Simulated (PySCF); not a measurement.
**Shapes and spin states of ClI₂⁺**

All numbers come from PBE0 in PySCF with Cl def2-SVP, I def2-SVP with ECP28; scalar-relativistic core potentials, no spin–orbit coupling; density-fitted integrals.

Relaxations began from a few typed shapes and spin states; open shells are unrestricted. The search is not exhaustive: other isomers or separated fragments can lie lower, and high-lying points may rest on an excited occupation.

```json
{"spin": "singlet", "group": "C2v", "bonds": "Cl–I 2.430 Å (×2)", "angles": "I–Cl–I 114.1°", "imaginary modes (cm⁻¹)": "none", "ΔE (kJ/mol)": "0.0", "ΔE with ZPE (kJ/mol)": "0.0"}
{"spin": "triplet", "group": "Cs", "bonds": "Cl–I 2.347 Å, Cl–I 2.993 Å", "angles": "I–Cl–I 127.9°", "imaginary modes (cm⁻¹)": "none", "ΔE (kJ/mol)": "17.1", "ΔE with ZPE (kJ/mol)": "16.2"}
{"spin": "triplet", "group": "C∞v", "bonds": "Cl–I 2.338 Å, Cl–I 3.030 Å", "angles": "I–Cl–I 180.0°", "imaginary modes (cm⁻¹)": "none", "ΔE (kJ/mol)": "50.4", "ΔE with ZPE (kJ/mol)": "49.8"}
{"spin": "triplet", "group": "D∞h", "bonds": "Cl–I 2.515 Å (×2)", "angles": "I–Cl–I 180.0°", "imaginary modes (cm⁻¹)": "245i", "ΔE (kJ/mol)": "58.2", "ΔE with ZPE (kJ/mol)": "–"}
{"spin": "singlet", "group": "D∞h", "bonds": "Cl–I 2.472 Å (×2)", "angles": "I–Cl–I 180.0°", "imaginary modes (cm⁻¹)": "602i, 602i", "ΔE (kJ/mol)": "137.6", "ΔE with ZPE (kJ/mol)": "–"}
```

The lowest minimum found is the singlet C2v: Cl–I 2.430 Å (×2); I–Cl–I 114.1°.

Counting electrons, chlorine keeps 4 of its valence electrons outside its bonds, so the VSEPR class is AX2E2 and the expected shape is bent (C2v), as computed.

The electron or spin density has lower symmetry than the nuclear frame for the triplet C∞v at 50.4 kJ/mol, triplet D∞h at 58.2 kJ/mol.
